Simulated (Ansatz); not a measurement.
`[CH3][Al]([OH])[SH]` + HCl → `[OH][Al]([SH])[Cl]` + CH₄  (ligand exchange at the Al–C bond)

Computed with Ansatz on PBE0-D4/def2-TZVP structures; ΔE is electronic, products minus reactants. CCSD(T)/CBS adds triple-zeta CCSD(T) − MP2 to the extrapolated MP2 energy (def2 sets, frozen cores). This one scheme is used for every species. Each species was taken in one conformer, which may not be the lowest.

`[CH3][Al]([OH])[SH]`:

```xyz
9

C    -0.896   -0.076    1.060
Al    0.512   -0.027   -0.269
O     2.106   -0.376    0.186
S     0.150    0.468   -2.373
H    -1.385    0.897    1.156
H    -1.671   -0.799    0.790
H    -0.500   -0.354    2.039
H     2.852   -0.372   -0.411
H    -1.169    0.639   -2.178
```

HCl:

Z-matrix (Å, degrees):
```
Cl
H 1 1.279
```

`[OH][Al]([SH])[Cl]`:

Cartesian coordinates in Å:
```
O -1.543 0.637 -0.540
Al -0.050 0.116 0.031
S 0.637 -1.838 -0.584
Cl 1.114 1.308 1.296
H -1.933 1.482 -0.325
H 1.775 -1.706 0.121
```

CH₄:

```xyz
5

C     0.000    0.000    0.000
H    -1.026   -0.161   -0.331
H     0.129    1.042    0.290
H     0.685   -0.238   -0.813
H     0.212   -0.644    0.853
```

| species | CCSD(T)/CBS(def2) energy (Eh) |
| --- | --- |
| `[CH3][Al]([OH])[SH]` | -756.14636 |
| HCl | -460.38127 |
| `[OH][Al]([SH])[Cl]` | -1176.12769 |
| CH₄ | -40.46206 |

Work out ΔE.

ΔE = (-1176.12769) + (-40.46206) − (-756.14636) − (-460.38127) = -0.06212 Eh = -39.0 kcal/mol.

Largest T1 diagnostic among the species: 0.011.

Leaving LDA and LC-ωPBE aside and taking each functional with its dispersion term where it has one, the values, not all of them listed here, spread over 3.5 kcal/mol, from BHLYP-D4 to PBE-D4. LDA lies +1.3 kcal/mol from PBE without D4. From BLYP to BHLYP (50 % exact exchange), in def2-TZVPP and without D4, ΔE moves by −2.3 kcal/mol. At CCSD(T), def2-SVP lies −1.3 kcal/mol from the extrapolated value and def2-TZVPP +0.5 kcal/mol.
